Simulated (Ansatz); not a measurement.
Saddle point of GeNH$_{7}$, closed shell (GeH₄ + NH₃ → GeNH₅ ([NH2][GeH3]) + H₂; bonds formed: Ge1–N7, H2–H6; bonds broken: Ge1–H2, H6–N7), PBE0-D4/def2-TZVP structure:

Ge1  (-0.781, -0.440, -0.180)
H2  (0.833, -1.281, 0.768)
H3  (-0.569, -1.542, -1.220)
H4  (-1.539, -0.771, 1.108)
H5  (-1.671, 0.634, -0.906)
H6  (1.182, -0.166, 0.540)
N7  (0.760, 0.816, 0.046)
H8  (0.590, 1.610, 0.657)
H9  (1.194, 1.140, -0.814)
(Å)

Energies are electronic, without zero-point energy. Barriers and step energies count from the start structure reached by relaxing down the imaginary mode; all methods use the PBE0-D4 structures, on which another method's saddle can fall below an end. Computed with Ansatz 0.2.0 (basis: def2-TZVPP, with def2-QZVPP for the basis limit); correlated methods freeze the cores. Filled d shells of the heavier atoms are correlated. The def2 sets are not built for correlating such inner shells, so the correlated values are less sure here. B3LYP uses VWN-RPA correlation. Extrapolation: Hartree–Fock as exp(−7.88 √X), correlation as X^−2.97.

```json
{"method": "SPW92", "barrier (kJ/mol)": "169.4", "step energy (kJ/mol)": "37.7"}
{"method": "PBE-D4", "barrier (kJ/mol)": "?", "step energy (kJ/mol)": "32.3"}
{"method": "BLYP-D4", "barrier (kJ/mol)": "209.4", "step energy (kJ/mol)": "29.0"}
{"method": "r2SCAN-D4", "barrier (kJ/mol)": "210.0", "step energy (kJ/mol)": "31.5"}
{"method": "B97M-V", "barrier (kJ/mol)": "217.2", "step energy (kJ/mol)": "40.3"}
{"method": "PBE0-D4", "barrier (kJ/mol)": "211.1", "step energy (kJ/mol)": "34.8"}
{"method": "B3LYP-D4", "barrier (kJ/mol)": "221.5", "step energy (kJ/mol)": "32.2"}
{"method": "r2SCAN0-D4", "barrier (kJ/mol)": "220.2", "step energy (kJ/mol)": "33.9"}
{"method": "BHLYP-D4", "barrier (kJ/mol)": "239.0", "step energy (kJ/mol)": "35.1"}
{"method": "CAM-B3LYP-D4", "barrier (kJ/mol)": "227.9", "step energy (kJ/mol)": "34.0"}
{"method": "wB97X-V", "barrier (kJ/mol)": "229.1", "step energy (kJ/mol)": "32.1"}
{"method": "wB97M-V", "barrier (kJ/mol)": "226.2", "step energy (kJ/mol)": "33.6"}
{"method": "B2PLYP", "barrier (kJ/mol)": "229.9", "step energy (kJ/mol)": "30.3"}
{"method": "PBE-QIDH", "barrier (kJ/mol)": "224.3", "step energy (kJ/mol)": "31.5"}
{"method": "RPA on PBE", "barrier (kJ/mol)": "?", "step energy (kJ/mol)": "29.3"}
{"method": "HF", "barrier (kJ/mol)": "?", "step energy (kJ/mol)": "38.1"}
{"method": "MP2", "barrier (kJ/mol)": "228.8", "step energy (kJ/mol)": "24.0"}
{"method": "CCSD", "barrier (kJ/mol)": "239.9", "step energy (kJ/mol)": "32.8"}
{"method": "CCSD(T)", "barrier (kJ/mol)": "230.8", "step energy (kJ/mol)": "30.2"}
```

(1) Fill in the withheld barriers. (To be estimated.)

No T1 diagnostic of these runs exceeds 0.013.

Results:

(1) The calculation gives: HF 280.2; RPA on PBE 230.5; PBE-D4 195.8 kJ/mol. Each is the energy of the saddle less that of the start structure, by the same method.

For comparison, the barrier by CCSD(T) at an estimated basis limit (MP2 extrapolated from triple and quadruple zeta, plus CCSD(T) − MP2 in triple zeta) is 234.0 kJ/mol.

Labels in which every atom is bracketed show which atoms are joined, not bond orders.

For scale, one of the runs: CCSD(T)/def2-TZVPP, 177 basis functions, launched by `ansatz run in.yaml --threads 2 --pin off --events-out ev --progress --plain --max-ram 4352MiB`. Time: 48 s of wall clock on 2 CPU threads of an Arm Neoverse V1; the host was shared. Peak host memory: 1.6 GiB.
